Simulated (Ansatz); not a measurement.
C$_{3}$H$_{3}$Cl$_{2}$F$_{3}$, SMILES `FC(F)(F)CC(Cl)Cl`, relaxed with RKS PBE0-D4/def2-TZVP in Ansatz from a PBE-D4/def2-SVP geometry. The force threshold is 0.005 eV/Å; the program also tests the step.

Charge 0, multiplicity 1.

Start:

```xyz
11

F     1.715   -1.549    0.834
C     0.886   -0.480    0.872
F    -0.007   -0.688    1.875
F     1.626    0.596    1.202
C     0.174   -0.334   -0.466
C    -0.999    0.636   -0.467
Cl   -1.904    0.470   -2.015
Cl   -0.473    2.330   -0.210
H    -0.215   -1.338   -0.728
H     0.912   -0.045   -1.239
H    -1.715    0.402    0.343
```

(1) By how much does the energy fall, and how many steps does the optimiser take? (Estimate.)

(2) Which bonds change most? (Estimate.)

(3) Give the relaxed structure. (Best estimate.)

Answers

(1) Computed: 5.37 kJ/mol, in 7 steps.

(2) Ansatz gave: C6–Cl7 from 1.800 to 1.775 Å; C6–Cl8 from 1.792 to 1.768 Å; C6–H11 from 1.105 to 1.087 Å; C2–F3 from 1.359 to 1.342 Å.

(3) Ansatz gave: 
```xyz
11

F     1.704   -1.534    0.817
C     0.873   -0.485    0.868
F    -0.007   -0.719    1.853
F     1.595    0.576    1.221
C     0.176   -0.326   -0.466
C    -0.989    0.640   -0.460
Cl   -1.907    0.442   -1.967
Cl   -0.475    2.320   -0.270
H    -0.204   -1.314   -0.734
H     0.914   -0.030   -1.213
H    -1.681    0.430    0.352
```
